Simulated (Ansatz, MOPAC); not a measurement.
Species: C$_{4}$H$_{2}$FS (charge 0, doublet). SMILES: c1(c[c]sc1)F

Atoms: F1, C2, C3, C4, S5, C6, H7, H8. Bonds: F1-C2, C2-C3, C2-C6, C3-C4, C3-H7, C4-S5, S5-C6, C6-H8.

Bond lengths (Å) and angles (degrees) optimised at PM6 with MOPAC; PBE/6-31G* with Ansatz (an electronic-structure program); B3LYP/6-31G* with Ansatz, each started from the B3LYP-D3(BJ)/def2-TZVP structure (Ansatz) of the last column. A row stands for all coordinates that are equal there; 13 of 19 kinds are shown. 6-31G* holds six Cartesian d functions. No wavenumbers were computed at PBE/6-31G*, so these may be saddle points.

| coordinate | PM6 | PBE/6-31G* | B3LYP/6-31G* | B3LYP-D3(BJ)/def2-TZVP |
|---|---|---|---|---|
| F1-C2 | 1.323 | 1.348 | 1.342 | 1.342 |
| C2-C3 | 1.459 | 1.441 | 1.438 | 1.430 |
| C2-C6 | 1.365 | 1.375 | 1.363 | 1.360 |
| C3-C4 | 1.337 | 1.362 | 1.353 | 1.350 |
| C3-H7 | 1.078 | 1.091 | 1.083 | 1.079 |
| C4-S5 | 1.696 | 1.717 | 1.717 | 1.697 |
| S5-C6 | 1.759 | 1.754 | 1.754 | 1.739 |
| C6-H8 | 1.075 | 1.089 | 1.081 | 1.077 |
| F1-C2-C3 | 120.1 | 121.3 | 121.1 | 121.2 |
| F1-C2-C6 | 123.5 | 123.1 | 123.3 | 123.1 |
| C3-C2-C6 | 116.4 | 115.6 | 115.6 | 115.6 |
| C2-C3-C4 | 105.8 | 108.1 | 108.3 | 107.9 |
| C2-C6-S5 | 109.4 | 110.0 | 110.1 | 110.0 |

Mean signed difference of all 8 bond lengths from B3LYP-D3(BJ)/def2-TZVP: PM6 0.002 Å, PBE/6-31G* 0.013 Å, B3LYP/6-31G* 0.007 Å.
